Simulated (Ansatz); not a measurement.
Computed with Ansatz on PBE0-D4/def2-TZVP structures; ΔE is electronic, products minus reactants. CCSD(T)/CBS is the MP2 limit (def2-TZVPP, def2-QZVPP) plus CCSD(T) − MP2 in def2-TZVPP, frozen cores. This one scheme is used for every species. Functionals use def2-TZVPP. One conformer a species, not always the lowest.

`CN(C)[SiH2]O` + CH₄ → `C[SiH2]N(C)C` + H₂O  (formal exchange of groups at the Si–O bond)

| level | ΔE (kJ/mol) |
| --- | --- |
| LDA (SPW92) | 108.8 |
| BLYP-D4 | 115.9 |
| r2SCAN-D4 | 115.7 |
| CAM-B3LYP-D4 | 120.3 |
| BLYP | 122.1 |
| BHLYP | 124.4 |
| HF/def2-TZVPP | 129.2 |
| MP2/def2-TZVPP | 115.0 |

What does CCSD(T)/CBS give? (Estimate.)

The calculation gave: +111.3 kJ/mol. The listed levels differ from it by -2.5, 4.6, 4.4, 9.0, 10.8, 13.1, 17.9, 3.7 kJ/mol.

Largest T1 diagnostic among the species: 0.011.

The D4 term adds −4.9 kJ/mol with B3LYP and −2.7 kJ/mol with PBE0; it sums over pairs of atoms, weighted by their polarisabilities, and B3LYP, whose exchange is more repulsive, gets the larger term. Leaving LDA and LC-ωPBE aside and taking each functional with its dispersion term where it has one, the values, not all of them listed here, spread over 18.0 kJ/mol, from revPBE-D4 to B2PLYP. In def2-TZVPP, CCSD(T) changes the Hartree–Fock value by −15.6 kJ/mol (the triples alone add −1.4 kJ/mol) and MP2 by −14.2 kJ/mol.

B3LYP here is the variant with VWN-RPA as its local correlation; programs differ in this.
